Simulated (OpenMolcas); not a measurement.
# Tc III: effect of the active space

```json
{"Program": "OpenMolcas", "Method": "SS-CASPT2 or its RAS form, IPEA 0.25 Eh, imaginary shift 0.1 Eh", "Basis": "ANO-R2", "Scalar Hamiltonian": "X2C, finite nucleus", "Spin-orbit coupling": "state interaction with AMFI integrals over the reference wave functions, term energies averaged over their components"}
```

A. 5 electrons in 5 orbitals (4d); 2S+1 = 6 even, 1 root; 2S+1 = 4 even, 24 roots; 2S+1 = 2 even, 75 roots; closed shells correlated: 4s 4p; CASPT2 step about 25 core-seconds
B. 5 electrons in 6 orbitals (4d 5s); 2S+1 = 6 even, 6 roots; 2S+1 = 4 even, 64 roots kept (CI in the orbitals of an earlier block); 2S+1 = 2 even, 145 roots kept (CI in the orbitals of an earlier block, 128 in the spin-orbit step); closed shells correlated: 4s 4p; CASPT2 step of the order of 80 core-seconds
C. 11 electrons in 8 orbitals (RAS1 4p, at most 2 holes; RAS2 4d); 2S+1 = 6 even, 1 root; 2S+1 = 4 even, 24 roots; 2S+1 = 2 even, 70 roots; closed shells correlated: 4s; CASPT2 step of the order of 100 core-seconds
D. 5 electrons in 10 orbitals (4d 5d); 2S+1 = 6 even, 1 root; 2S+1 = 4 even, 24 roots; 2S+1 = 2 even, 70 roots; closed shells correlated: 4s 4p; CASPT2 step of the order of 40 core-minutes

Energies in cm-1 above 4d5 6S 5/2.

```csv
Level,A,B,C,D
4d5 6S 5/2,0.0,0.0,0.0,0.0
4d5 4G 5/2,20670,20480,20740,20860
4d5 4G 7/2,20810,20650,20890,21020
4d5 4G 11/2,20860,20710,20940,21130
4d5 4G 9/2,20900,20750,20980,21140
4d5 4P 5/2 [60 %],22750,22360,23000,22950
4d5 4P 3/2 [62 %],23060,22670,23310,23240
4d5 4P 1/2 [75 %],23560,23190,23820,23720
4d5 4D 7/2,24520,24260,24850,24780
4d5 4D 1/2,25080,24800,25400,25270
4d5 4D 3/2 [62 %],25490,25240,25810,25680
4d5 4D 5/2 [62 %],25510,25250,25830,25720
4d5 2I 11/2,30760,30760,30590,30990
4d5 2I 13/2,31080,31150,30920,31360
4d5 2D 5/2(1) [52 %],32390,31740,32610,32520
4d5 2D 3/2(1) [53 %],33030,32450,33210,33120
4d5 4F 9/2,33910,33470,33960,34050
4d5 4F 7/2 [75 %],33930,33550,33980,34020
4d5 4F 5/2,34310,33960,34370,34370
4d5 2F 7/2(1),35050,34650,35190,35220
4d5 4F 3/2 [53 %],35120,34720,35380,35210
4d5 2G 7/2(1),37520,37090,37610,37540
4d5 2H 11/2,38280,38140,38090,38410
4d5 2F 5/2(2),39490,39170,39740,39600
```

The spin-orbit steps hold different terms of 4d5 (B lacks a 2D; C lacks a 2D; D lacks a 2D), which shifts levels as well.

Among A to D the level of the table that moves most is 4d5 2D 5/2(1) [52 %], by 870 cm-1 (lowest in B, highest in C). Moves below CASPT2's spread within the term are not significant.

CASPT2 does not keep the components of a term degenerate, so their means are used; among the terms shown or strongly mixed into the levels shown the widest spread is 350 cm-1 (4d5 2F(2), A). Levels of configurations with an s electron are missing; early in the row they begin among the upper levels of the d shell and mix with terms of their name (holds for A). Some high roots are left out of the spin-orbit mixing, which shifts the levels that they would mix with (holds for B). Terms from blocks run as CI alone lack orbitals of their own (holds for B). Configurations are named by rounded mean occupations; where the s occupation lies near a half they are strongly mixed, a name can repeat and a true partner stay unpaired (holds for B). Active for correlation alone: 4p; no level in the range computed is led by a configuration that opens it, so any true level of that kind is missing (holds for C). The CASPT2 spread within a term exceeds the gap to the next term for 4d5 2D(1) and 4d5 4F, so the order of their levels is uncertain, and so are names and mixing where such terms share a J (holds for C). Active for correlation alone: 5d; no level in the range computed is led by a configuration that fills it, so any true level of that kind is missing (holds for D). Only configurations of the active space appear. The table leaves out levels that lie high or whose names do not pair safely across all columns.

A share in square brackets marks a mixed level and gives the weight of the term that names it, the lowest over the columns. A number in round brackets counts repeated terms of one configuration in the order of the reference energies.
